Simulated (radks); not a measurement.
Values are calculated unless marked as measured or tabulated.
Question: All-electron atom: Hf XLI in [Ar] 3d10 4s2 4p1 5f1 (not the ground configuration). Code: a radial shooting solver on a logarithmic mesh with Libxc functionals. Model: Dirac Kohn-Sham, PBE, spin-unpolarised, spherical densities, finite nucleus; open shells are shared between the two j in proportion to 2j + 1; Fermi nuclear charge, rms radius 5.347 fm. Some entries of the table are withheld. Estimate them.

orbital,occ.,eigenvalue (hartree),<1/r> (bohr^-1),<r^2> (bohr^2)
1s1/2,2,(1),83.78,0.0004951
2s1/2,2,-477.8758,20.34,0.007557
2p1/2,2,(2),20.31,0.005410
2p3/2,4,(3),17.26,0.006607
3s1/2,2,-158.5409,7.588,0.04805
3p1/2,2,-150.6678,7.505,(4)
3p3/2,4,-140.8891,6.723,(5)
3d3/2,4,-127.8139,6.606,0.03853
3d5/2,6,-125.6495,6.419,0.04016
4s1/2,2,-75.34374,3.667,0.1902
4p1/2,0.333333,-71.99493,3.602,0.1882
4p3/2,0.666667,-68.80123,3.339,0.2061
5f5/2,0.428571,-35.40723,1.825,0.5679
5f7/2,0.571429,-35.30690,1.815,0.5720

Answer: 
(1) 1s1/2 eigenvalue (hartree): -2464.854
(2) 2p1/2 eigenvalue (hartree): -459.8485
(3) 2p3/2 eigenvalue (hartree): -415.8896
(4) 3p1/2 <r^2> (bohr^2): 0.04400
(5) 3p3/2 <r^2> (bohr^2): 0.05004
